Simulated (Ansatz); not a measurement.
Ansatz (an electronic-structure program) input:

Ansatz 0.2 input:
```yaml
crystal:
  periodic: [false, false, false]
  atoms:
    - {symbol: F, position_ang: [-0.00000000, -0.00000000, -1.20332382]}
    - {symbol: B, position_ang: [0.00000000, 0.00000000, 0.02582666]}
    - {symbol: O, position_ang: [0.00000000, 0.00000000, 1.33759763]}
basis:
  gaussian:
    orbitals: aug-cc-pVDZ
total_charge: 1
magnetization: {spin_polarized: true, initial_magnetization: 1}
correlation: {method: ccsd_t, electrons: outside_noble_gas}
output: {forces: true}
```

Problem. Which total energy does the run end on?

Solution. -199.10776 Eh (CCSD(T)/aug-cc-pVDZ). The basis has 69 functions.
